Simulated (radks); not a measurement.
Removal energies from the platinum ion Pt+, [Xe] 4f14 5d9, by Delta-SCF beside the eigenvalue of the level emptied. Calculated with a radial shooting solver on a logarithmic mesh with Libxc functionals: scalar-relativistic Kohn-Sham, PBEsol, spin-polarised, spherical densities, finite nucleus; Fermi nuclear charge, rms radius of each element as measured or else 0.836 A^(1/3) + 0.57 fm. Open shells are filled with parallel spins first.

\begin{tabular}{lrrr}
removed from & final configuration & Delta-SCF (eV) & -eigenvalue (eV) \\ \hline
5d & [Xe] 4f14 5d8 & 19.485 & 14.018 \\
5p & [Kr] 4d10 4f14 5s2 5p5 5d9 & 70.690 & 64.046 \\
4f & [Xe] 4f13 5d9 & 89.868 & 78.272 \\
5s & [Kr] 4d10 4f14 5s1 5p6 5d9 & 116.99 & 109.81 \\
\end{tabular}
